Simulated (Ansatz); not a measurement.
**One elementary step**

Start structure (BH$_{5}$SeO, singlet), relaxed at PBE0-D4/def2-TZVP:

B1  (-0.032, -0.784, -0.783)
O2  (-0.161, 0.105, -1.796)
H3  (1.079, -0.995, -0.389)
H4  (-0.981, -1.403, -0.381)
H5  (0.986, 1.654, 1.204)
Se6  (-0.270, 1.128, 1.747)
H7  (-1.068, 0.212, -2.090)
H8  (0.448, 0.084, 2.487)
(Å)

The step: BH₃O ([BH2][OH]) + H₂Se → BH₃Se ([BH2][SeH]) + H₂O (still joined by a long B–O bond); bonds formed: B1–Se6, O2–H5; bonds broken: H5–Se6; bonds weakened to dative contacts: B1–O2. Ansatz 0.2.0; basis: def2-TZVPP and def2-QZVPP; cores frozen in the correlated methods. Filled d shells of the heavier atoms are correlated. The def2 sets are not built for correlating such inner shells, so the correlated values are less sure here. Extrapolation: Hartree–Fock as exp(−7.88 √X), correlation as X^−2.97. Energies below are by CCSD(T) at an estimated basis limit (MP2 extrapolated from triple and quadruple zeta, plus CCSD(T) − MP2 in triple zeta).

(1) What are the electronic barrier and the energy of the step, from the start structure to the end structure? (Judge from chemistry; the value comes from the calculation.)

No T1 diagnostic of these runs exceeds 0.012.

Answers

(1) By the calculation: Barrier 95.6 kJ/mol; step energy 24.3 kJ/mol (uphill); reverse barrier, their difference, 71.4 kJ/mol. Barrier and step energy count from the start structure, the reverse barrier from the end structure.

The saddle point: One imaginary mode of 1099i cm⁻¹.
```
  pair  start (Å)  saddle (Å)  end (Å)
B1–Se6       3.18        2.24     2.02
 O2–H5       3.57        1.37     0.97
 B1–O2       1.35        1.51     1.69
H5–Se6       1.47        1.66     2.55
```

Zero-point energy (harmonic, PBE0-D4): ZPE is 133.5 kJ/mol at the start and 131.8 kJ/mol at the saddle, so the barrier goes from 95.6 to 94.0 kJ/mol.

Labels in which every atom is bracketed show which atoms are joined, not bond orders.

For scale, one of the runs: CCSD(T)/def2-TZVPP, 180 basis functions, launched by `ansatz run in.yaml --threads 4 --pin off --events-out ev --progress --plain --max-ram 9574MiB`. Time: 44 s of wall clock on 4 CPU threads of an Arm Neoverse V1; the host was shared. Peak host memory: 1.8 GiB.
